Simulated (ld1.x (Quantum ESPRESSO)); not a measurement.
S (Z = 16): one change to a TM potential, before and after

ld1.x (Quantum ESPRESSO) 7.5 input, shortened:

```
&input
   title='S', zed=16., rel=1, dft='PBE', iswitch=3,
   config='[Ne] 3s2 3p4 3d-2'
 /
 &inputp
   pseudotype=2, tm=.true., lloc=2,
   nlcc=.false.
 /
3
3S  1  0   2.00   0.00  1.10  1.10  0.0
3P  2  1   4.00   0.00  1.15  1.15  0.0
3D  3  2  -2.00   0.35  0.95  0.95  0.0
 &test
   configts(1)='3s2 3p4'
 /
```

Change: wave 3p (bound): rc 1.15 bohr becomes 3p (bound): rc 1.76 bohr.

Cutoffs: the cutoffs (Ry, on a coarse ladder) from which the occupation-weighted sum of valence levels, in a spherical-Bessel basis at the reference potential, stays within 10 and 1 mRy of its value at 400 Ry; they do not see the model core or the augmentation charge, which bear on the density cutoff. Errors are all-electron minus pseudo energies relative to the spin-unpolarised reference configuration.

Question: How do hardness, ghosts and transferability respond?

Answer: The potential gets softer (90 Ry and 180 Ry → 60 Ry and 140 Ry); both files keep a bound ghost (s); of the 7 tests that both files solve, the error grows in 2 and shrinks in 3 by more than 15 % and 0.3 meV (median size 15.1 → 16.9 meV). A larger radius leaves more room for a smooth pseudo-wave, so fewer plane waves are needed.

```tsv
quantity	base	changed
cutoff, loose	90 Ry	60 Ry
cutoff, tight	180 Ry	140 Ry
loose cutoff by channel (10 mRy a level)	s 55 Ry, p 70 Ry	s 55 Ry, p 10 Ry
bound ghosts	s	s
error for 3s2 3p3, meV [ΔE 11.77 eV]	+2.5	+1.4
error for 3s2 3p2, meV [ΔE 34.05 eV]	+12	+9.3
error for 3s2 3p1, meV [ΔE 68.09 eV]	+23	+26
error for 3s0 3p6, meV [ΔE 20.74 eV]	+19	+54
error for 3s2 3p3.5, meV [ΔE 4.66 eV]	+0.5	+0.1
error for 3s1 3p4, meV [ΔE 22.65 eV]	+15	+17
error for 3s2 3p0, meV [ΔE 114.89 eV]	+23	+56
```

 A true bound ghost makes a file unfit for plane-wave use even where its test errors are small: the radial tests pick states by their node count and pass the ghost by.
